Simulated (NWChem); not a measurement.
Species: Mg

Program: NWChem. Static field.

Problem. Estimate the computed values for Hartree-Fock/def2-SVP. Quantities: isotropic polarisability (bohr³); anisotropy (bohr³).

Solution. 
```
Quantity                          Value
--------------------------------  -----
isotropic polarisability (bohr³)   78.2
anisotropy (bohr³)                  0.0
```
